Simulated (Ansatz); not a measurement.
Ansatz (a quantum-chemistry and plane-wave program) job for ZrCl3, SMILES [Cl][Zr+]([Cl])[Cl], charge +1, multiplicity 1, B3LYP-D3(BJ)/def2-SVP. 

Ansatz 0.2 input:
```yaml
crystal:
  periodic: [false, false, false]
  atoms:
    - {symbol: Zr, position_ang: [-0.00000001, 0.00000000, 0.63205497]}
    - {symbol: Cl, position_ang: [1.68256320, -0.97142831, -0.49572939]}
    - {symbol: Cl, position_ang: [-1.68256318, -0.97142831, -0.49572939]}
    - {symbol: Cl, position_ang: [0.00000000, 1.94285663, -0.49572939]}
basis:
  gaussian:
    orbitals: def2-SVP
hamiltonian:
  xc: b3lyp
  dispersion: d3bj
total_charge: 1
relax: {f_tol: 0.002, max_steps: 200}
```

It prints:

```
WARN ansatz: RAYON_NUM_THREADS=1 ignored (pool sized by the plan → 1); use --threads N
Functional definition: B3LYP
integrals: 0.04 GiB planned
866 factors; integrals over basis functions are off by at most 1.4e-4 eV
mean field: 0.35 GiB planned
mean field evaluation 1: about -38830.7180 eV, gradient 4.3e1 eV
mean field evaluation 2: about -38773.4760 eV, gradient 1.7e2 eV
mean field evaluation 4: about -38835.5098 eV, gradient 8.7e0 eV
mean field evaluation 8: about -38835.7164 eV, gradient 3.5e-2 eV
mean field evaluation 16: about -38835.7164 eV, gradient 5.0e-5 eV
mean field -38835.71644054 eV, -1427.1862553958 hartree, gradient 5.0e-5 eV, S^2 0.000000; 0 other end points of the search recorded, 0 dependent functions left out
the calculation of the forces begins
reference -38835.71672984 eV, -1427.1862660275 hartree; 31, 31 occupied and 54, 54 virtual orbitals, 866 factors
relax step   1: F+E_penalty+E_count = -38836.04314241 eV  Δ(F+E_penalty+E_count) = +0.000e0 eV  max|allowed force component| = 7.197e-1 eV/Å  Δτ_max = 0.0000 Å  (27 SCF iters, accepted)
these checks for a lower state are left out or cut short: starts, cluster_reference, orbital_swaps, neighbouring_geometries, increment
integrals: 0.04 GiB planned
866 factors; integrals over basis functions are off by at most 1.2e-4 eV
mean field: 0.34 GiB planned
mean field -38835.96391922 eV, -1427.1953500696 hartree, gradient 1.3e-5 eV, S^2 0.000000; 0 other end points of the search recorded, 0 dependent functions left out
the calculation of the forces begins
reference -38835.96421359 eV, -1427.1953608875 hartree; 31, 31 occupied and 54, 54 virtual orbitals, 866 factors
relax step   2: F+E_penalty+E_count = -38836.26354784 eV  Δ(F+E_penalty+E_count) = -2.204e-1 eV  max|allowed force component| = 8.548e-1 eV/Å  Δτ_max = 0.1950 Å  (33 SCF iters, accepted)
these checks for a lower state are left out or cut short: starts, cluster_reference, orbital_swaps, neighbouring_geometries, increment
integrals: 0.04 GiB planned
866 factors; integrals over basis functions are off by at most 1.4e-4 eV
mean field: 0.34 GiB planned
mean field evaluation 32: about -38835.9976 eV, gradient 1.2e-5 eV
mean field -38835.99755698 eV, -1427.1965862345 hartree, gradient 1.2e-5 eV, S^2 0.000000; 0 other end points of the search recorded, 0 dependent functions left out
the calculation of the forces begins
reference -38835.99785141 eV, -1427.1965970544 hartree; 31, 31 occupied and 54, 54 virtual orbitals, 866 factors
relax step   3: F+E_penalty+E_count = -38836.29701662 eV  Δ(F+E_penalty+E_count) = -3.347e-2 eV  max|allowed force component| = 5.210e-2 eV/Å  Δτ_max = 0.0586 Å  (30 SCF iters, accepted)
these checks for a lower state are left out or cut short: starts, cluster_reference, orbital_swaps, neighbouring_geometries, increment
integrals: 0.04 GiB planned
866 factors; integrals over basis functions are off by at most 1.4e-4 eV
mean field: 0.34 GiB planned
mean field -38835.99930090 eV, -1427.1966503223 hartree, gradient 1.7e-5 eV, S^2 0.000000; 0 other end points of the search recorded, 0 dependent functions left out
the calculation of the forces begins
reference -38835.99959542 eV, -1427.1966611457 hartree; 31, 31 occupied and 54, 54 virtual orbitals, 866 factors
relax step   4: F+E_penalty+E_count = -38836.29781988 eV  Δ(F+E_penalty+E_count) = -8.033e-4 eV  max|allowed force component| = 1.374e-2 eV/Å  Δτ_max = 0.0132 Å  (29 SCF iters, accepted)
these checks for a lower state are left out or cut short: starts, cluster_reference, orbital_swaps, neighbouring_geometries, increment
integrals: 0.04 GiB planned
866 factors; integrals over basis functions are off by at most 1.4e-4 eV
mean field: 0.35 GiB planned
mean field -38836.00037461 eV, -1427.1966897804 hartree, gradient 1.4e-5 eV, S^2 0.000000; 0 other end points of the search recorded, 0 dependent functions left out
the calculation of the forces begins
reference -38836.00066921 eV, -1427.1967006068 hartree; 31, 31 occupied and 54, 54 virtual orbitals, 866 factors
relax step   5: F+E_penalty+E_count = -38836.29803279 eV  Δ(F+E_penalty+E_count) = -2.129e-4 eV  max|allowed force component| = 4.807e-4 eV/Å  Δτ_max = 0.0105 Å  (29 SCF iters, accepted)
integrals: 0.04 GiB planned
866 factors; integrals over basis functions are off by at most 1.4e-4 eV
mean field: 0.35 GiB planned
mean field evaluation 64: about -38836.0004 eV, gradient 1.2e-4 eV
mean field -38836.00037461 eV, -1427.1966897804 hartree, gradient 1.4e-5 eV, S^2 0.000000; 1 other end points of the search recorded, 0 dependent functions left out
the calculation of the forces begins
reference -38836.00066921 eV, -1427.1967006068 hartree; 31, 31 occupied and 54, 54 virtual orbitals, 866 factors
Total energy: -38836.29832739 eV, -1427.2076393430 hartree
Atom 0 at    -0.000000    -0.000092     0.359574 Å, force    -0.000000     0.000042     0.000060 eV/Å
Atom 1 at     1.854808    -1.070706    -0.404889 Å, force     0.000459    -0.000261    -0.000025 eV/Å
Atom 2 at    -1.854808    -1.070706    -0.404889 Å, force    -0.000459    -0.000261    -0.000025 eV/Å
Atom 3 at    -0.000000     2.141504    -0.404930 Å, force     0.000000     0.000481    -0.000010 eV/Å
Dipole moment:    -0.000000    -0.000082     0.903847 e Å
```

The run converged.

Cost: around 12 core-seconds (rough).
